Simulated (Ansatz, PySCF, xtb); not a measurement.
Pair of molecules: C2H6 (SMILES CC) (first 8 atoms) with H2Se (SMILES [SeH2]); geometry from B3LYP-D3(BJ)/def2-TZVP, rigid monomers moved along the line of their centres of mass till C1···Se9 is 4.20 Å.
(charge 0, multiplicity 1):
```xyz
11

C      0.48275    -0.45230     0.01903
C     -0.47433     0.71277    -0.21509
H      1.34259    -0.14378     0.61752
H      0.86499    -0.84923    -0.92346
H     -0.01281    -1.27240     0.54301
H     -0.85536     1.10885     0.72792
H     -1.33329     0.40541    -0.81471
H      0.02019     1.53200    -0.74058
Se    -0.01197    -0.20364     4.18526
H      0.07310    -0.38186     5.64291
H      0.97659    -1.26776     3.96081
```

Monomers are frozen at their geometry in the pair; levels with a basis set take the counterpoise correction.

Rows in 6-31G* carry no dispersion term and start afresh at each structure (6-31G* with six Cartesian d functions); the Pople sets are all-electron and without relativity.

Run with Ansatz (a program for electronic structure); PySCF for 6-31G* rows, the dispersion terms; xtb for the GFN methods. Values without a source in brackets are computed.

Task: One of these levels gives 0.08 kcal/mol for the interaction energy. Which one is it?
A) PBE0-D4/def2-TZVPPD
B) HF/6-31G*
C) GFN-FF

Result: B, HF/6-31G*. The others give -0.63 (GFN-FF), -0.99 (PBE0-D4/def2-TZVPPD)
